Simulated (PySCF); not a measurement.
# N⁺: ionisation energy

N⁺ [He] 2s2 2p2 (3P) → N²⁺ [He] 2s2 2p1 (2P), as a difference of total energies. All numbers are calculated (PySCF 2.14, the non-relativistic Hamiltonian (point nucleus), in cc-pVDZ (3s2p1d, 14 functions)). Correlated levels: valence: 1s2 frozen. The calculations carry no spin-orbit coupling.

Order these methods by the ionisation energy they give, lowest first.
A. CCSD(T) (valence)
B. UHF
C. MP2 (valence)
D. MN15

B (29.247 eV), A (29.292 eV), C (29.469 eV), D (29.814 eV).

Errors of the correlated levels include the incompleteness of this basis and the frozen core.

For comparison: 29.601 eV (semi-empirical (NIST evaluation); NIST Atomic Spectra Database, ionization energies).
